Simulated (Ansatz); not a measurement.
`C[Si](F)(Cl)[SeH]` and `CCO[Si](C)(F)Cl` differ in one atom or group.

Ansatz, PBE0-D4/def2-TZVP geometries, multiplicity 1. Each molecule was computed in one conformer, which needn't be the lowest.

Scalar relativity is left out up to krypton.

```tsv
property	`C[Si](F)(Cl)[SeH]`
LUMO energy (ωB97M-V/def2-TZVPP) / eV	1.73
HOMO energy (B3LYP/def2-TZVPP) / eV	-7.21
LUMO energy (B3LYP/def2-TZVPP) / eV	-0.37
size of the dipole moment (ωB97M-V/def2-TZVPP) / D	2.25
LUMO energy (PBE/def2-TZVPP) / eV	-0.99
HOMO energy (PBE/def2-TZVPP) / eV	-6.28
```

Problem. Give the same properties after the change, and the shifts. (Best estimate.)

Solution. Computed: 
| property | `CCO[Si](C)(F)Cl` | shift |
| --- | --- | --- |
| LUMO energy (ωB97M-V/def2-TZVPP) / eV | 2.53 | 0.80 |
| HOMO energy (B3LYP/def2-TZVPP) / eV | -8.40 | -1.19 |
| LUMO energy (B3LYP/def2-TZVPP) / eV | 0.73 | 1.10 |
| size of the dipole moment (ωB97M-V/def2-TZVPP) / D | 1.52 | -0.73 |
| LUMO energy (PBE/def2-TZVPP) / eV | 0.21 | 1.20 |
| HOMO energy (PBE/def2-TZVPP) / eV | -7.09 | -0.81 |

With PBE0 the HOMO falls by 1.17 eV and the LUMO rises by 1.17 eV, so the gap widens by about 2.34 eV. PBE moves the HOMO by -0.81 eV and ωB97M-V by -1.37 eV. Dipoles are sizes alone; their direction can turn.

B3LYP here is the variant with VWN-RPA as its local correlation; programs differ in this.

Spin–orbit coupling is left out; it splits and shifts lone-pair levels of the heavy atoms by tenths of an eV.
